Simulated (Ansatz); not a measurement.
HAlClO, SMILES `[OH][Al-][Cl]` (lower singlet; H–O–Al–Cl torsion 0°) (charge -1, multiplicity 1). This singlet lies 1.94 eV below the relaxed triplet at the level frozen-core CCSD(T)/aug-cc-pVTZ // PBE0-D3(BJ)/def2-TZVPD (Ansatz, an electronic-structure program).

Computed with frozen-core CCSD(T)/aug-cc-pVDZ // PBE0-D3(BJ)/def2-TZVPD (Ansatz).

Ansatz 0.2 input:
```yaml
crystal:
  periodic: [false, false, false]
  atoms:
    - { symbol: O, position_ang: [-1.156683, 0.211276, -0.032809] }
    - { symbol: Al, position_ang: [0.329808, 1.166899, -0.0388] }
    - { symbol: Cl, position_ang: [1.821718, -0.642413, 0.063835] }
    - { symbol: H, position_ang: [-0.994845, -0.735762, 0.007775] }
basis:
  gaussian: { orbitals: aug-cc-pVDZ }
correlation:
  method: ccsd_t
total_charge: -1
```

Output:

```
Functional definition: HF
841 factors; integrals over basis functions are off by at most 8.4e-4 eV
mean field evaluation 1: about -21142.8667 eV, gradient 1.9e1 eV
mean field evaluation 2: about -21142.8681 eV, gradient 1.9e1 eV
mean field evaluation 4: about -21143.8520 eV, gradient 2.3e0 eV
mean field evaluation 8: about -21143.8794 eV, gradient 3.4e-4 eV
mean field evaluation 16: about -21143.8768 eV, gradient 5.1e-1 eV
mean field -21143.87939465 eV, -777.0232359173 hartree, gradient 1.5e-6 eV, S^2 0.000000; 0 other end points of the search recorded, 0 dependent functions left out; unrestricted orbitals would lower it
11 core orbitals not correlated
reference -21143.87939465 eV, -777.0232359173 hartree; 9, 9 occupied and 66, 66 virtual orbitals, 841 factors
second order -11.54389883 eV of doubles, -0.00000000 eV of singles
cycle   1  -11.81025758 eV  change   -2.7e-1 eV  update   9.7e-2
cycle   2  -12.10002114 eV  change   -2.9e-1 eV  update   3.4e-2
cycle   3  -12.18854815 eV  change   -8.9e-2 eV  update   1.9e-2
cycle   4  -12.18237894 eV  change    6.2e-3 eV  update   5.0e-3
cycle   5  -12.17950953 eV  change    2.9e-3 eV  update   2.3e-3
cycle   6  -12.18021443 eV  change   -7.0e-4 eV  update   8.3e-4
cycle   7  -12.18017854 eV  change    3.6e-5 eV  update   3.4e-4
cycle   8  -12.18007468 eV  change    1.0e-4 eV  update   1.2e-4
cycle   9  -12.18010526 eV  change   -3.1e-5 eV  update   4.5e-5
cycle  10  -12.18012516 eV  change   -2.0e-5 eV  update   1.6e-5
perturbative correction -0.37567321 eV, -0.0138057357 hartree
Total energy: -21156.43519302 eV, -777.4846529967 hartree
```
